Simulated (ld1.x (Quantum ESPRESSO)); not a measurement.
## technetium: excitation energies, all-electron against TM

technetium (Tc), norm-conserving Troullier–Martins (Kleinman–Bylander form), made with ld1.x (Quantum ESPRESSO) 7.5 (PBE, fully relativistic). Core [Ar] 3d10 4s2, reference 4p6 4d5 5s2 5p0. Waves: 4p (bound): rc 1.40 bohr; 4d (bound): rc 1.45 bohr; 5s (bound): rc 2.50 bohr. Local part: the s channel. Core correction: a·sin(br)/r model core inside 1.00 bohr.

Open shells are filled in proportion to 2j + 1 (rel_dist='average').

Energies are relative to the spin-unpolarised reference configuration 4p6 4d5 5s2 5p0; without spin polarisation the order of configurations can differ from experiment.

(1) Give the all-electron excitation energy and the error of the potential for: 4p6 4d5 5s1 5p0; 4p6 4d5 5s0 5p0; 4p6 4d4 5s0 5p0; 4p6 4d6 5s0 5p0; 4p6 4d3 5s0 5p0; 4p6 4d6 5s1 5p0; 4p6 4d4 5s2 5p0.

Levels in the configuration 4p6 4d5 5s1 5p0:

| level | all-electron (eV) | pseudo (eV) |
| --- | --- | --- |
| 4p j=1/2 | -54.917 | -54.844 |
| 4p j=3/2 | -51.973 | -51.905 |
| 4d j=3/2 | -14.272 | -14.242 |
| 4d j=5/2 | -13.977 | -13.948 |
| 5s j=1/2 | -11.392 | -11.408 |

Answers

(1)

| valence configuration | charge | ΔE all-electron (eV) | error AE − PS (meV) |
| --- | --- | --- | --- |
| 4p6 4d5 5s1 5p0 | +1 | 8.154 | -6.2 |
| 4p6 4d5 5s0 5p0 | +2 | 23.005 | -40 |
| 4p6 4d4 5s0 5p0 | +3 | 51.708 | -85 |
| 4p6 4d6 5s0 5p0 | +1 | 6.166 | -143 |
| 4p6 4d3 5s0 5p0 | +4 | 93.737 | -322 |
| 4p6 4d6 5s1 5p0 | 0 | -0.939 | -81 |
| 4p6 4d4 5s2 5p0 | +1 | 11.641 | -71 |

These tests converged, but a pseudo level misses the all-electron one widely, so the file describes the atom poorly there or has found another state: 4p6 4d4 5s0 5p0: empty 5p by 2.5 eV; 4p6 4d3 5s0 5p0: empty 5p by 3.6 eV (a node warning on the way).
